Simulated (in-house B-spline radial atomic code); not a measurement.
# RPA and G0W0 on TPSS: the bromine ion Br²⁸⁺

Configuration [He] 2s2 2p3, highest spin, mean-field start TPSS. Computed with a B-spline radial code for spherical atoms: all electrons, non-relativistic, point nucleus, each spin shell either full or empty, empty states to l = 9 with an (l + 1/2)⁻⁴ tail; G0W0 by contour deformation at full frequency.

Command:
```bash
python run_gw.py task.json out
```
Settings (radii: box in bohr, nucleus in fm):
```
Z                        35
electrons                7
configuration            [He] 2s2 2p3
hamiltonian              nr
method                   tpss,tpss
lmax                     9
spin_polarised           True
box_radius               3.2
intervals                46
```

Time taken, with all properties: 0.9 s on 1 thread of Arm Neoverse V1 (shared host).

Energies (hartree):

```tsv
term	value
mean-field total	-1843.50397
Hartree-Fock functional on these orbitals	-1843.25539
direct second order	-0.52996
second-order exchange	0.30283
SOSEX correction	0.27101
```

What is the RPA correlation energy, and what remains with SOSEX?

RPA gives -0.48488 hartree (-1.88 eV per electron); RPA + SOSEX gives -0.21387, and the second-order doubles -0.22713 hartree (no singles). SOSEX takes back 56 % of the RPA value.

Quasi-particle levels (eV):

```csv
level,occupied,mean field,Σx - vxc,Σc,QP weight,G0W0
2p up,yes,-3108.65,-72.22,?,?,?
2s down,yes,-3183.37,-44.40,-7.03,0.984,-3234.80
1s down,yes,-14871.92,-211.36,13.25,0.993,-15070.02
2p down,no,-3057.38,64.31,-3.37,0.993,-2996.44
```

G0W0 = mean field + (Σx - vxc) + Σc, with Σc (partial-wave tail included) taken at the quasi-particle energy. Levels of low weight are left out.

Where does G0W0 put 2p up?

At -3177.33 eV, with Σc = 3.54 eV and a quasi-particle weight of 0.984. The tabulated removal energy is 3169 ± 24 eV (NIST, semi-empirical); the calculation leaves out relativity, Breit and QED terms, and what these don't explain is the method's own error.
